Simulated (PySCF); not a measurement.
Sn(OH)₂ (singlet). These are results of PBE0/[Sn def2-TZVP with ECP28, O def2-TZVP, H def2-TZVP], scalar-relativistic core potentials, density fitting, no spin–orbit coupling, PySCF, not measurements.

Harmonic bands of its minimum:

| ω (cm⁻¹) | IR (km/mol) |
| --- | --- |
| 200 | 22.6 |
| 289 | 0.0 |
| 385 | 269 |
| 581 | 126 |
| 601 | 91.6 |
| 611 | 132 |
| 744 | 0.7 |
| 3882 | 5.2 |
| 3883 | 63.2 |

**Question.** The central atom is Sn. Infer the point group and assign the bands.

**Answer.** C2v. The modes span 4a1 + a2 + b1 + 3b2: 200 a1, 289 a2, 385 b1, 581 b2, 601 a1, 611 b2, 744 a1, 3882 b2, 3883 a1. The computed geometry has O–H 0.960 Å (×2), Sn–O 1.981 Å (×2); H–O–Sn 118.8° (×2), O–Sn–O 99.7°.

Other isomers or separated fragments may lie lower.
